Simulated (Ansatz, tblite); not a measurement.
Removing an electron: SiBr2. The state is a singlet with charge 0. Geometry: PBE-D4/def2-TZVP. Ansatz, gas phase; energy differences of separate SCF runs; the oxidised species was run as a doublet alone.

```xyz
3

Si   -0.5503    0.3948   -0.6632
Br    1.6883    0.0146   -0.7151
Br   -1.1380   -0.4093    1.3783
```

The xTB rows come from tblite. Correlated methods freeze 23 core orbitals; core or outer-core shells of Br are correlated, in sets that lack core-valence functions.

| level | −HOMO (eV) | vertical IE (eV) | −LUMO (eV) | HOMO–LUMO gap (eV) | remarks |
| --- | --- | --- | --- | --- | --- |
| GFN1-xTB | 9.66 | 13.44 | 6.80 | 2.87 | – |
| GFN2-xTB | 10.79 | 14.14 | 8.38 | 2.41 | – |
| PBE-D4/def2-TZVP | 6.53 | 9.41 | 3.86 | 2.68 | – |
| r2SCAN-D4/def2-TZVP | 6.76 | 9.49 | 3.83 | 2.93 | – |
| PBE0-D4/def2-TZVP | 7.59 | 9.60 | 3.14 | 4.45 | – |
| MP2/def2-TZVPP | – | 9.69 | – | – | restricted SCF unstable (singlet) |
| CCSD/def2-TZVPP | – | 9.69 | – | – | restricted SCF unstable (singlet) |
| CCSD(T)/def2-TZVPP | – | 9.67 | – | – | restricted SCF unstable (singlet) |

Run but left out: HF/def2-TZVPP (singlet: restricted singlet, unstable towards broken spin symmetry).  Raw xTB energy differences between charge states are shifted by several eV; the methods need an empirical correction for them.
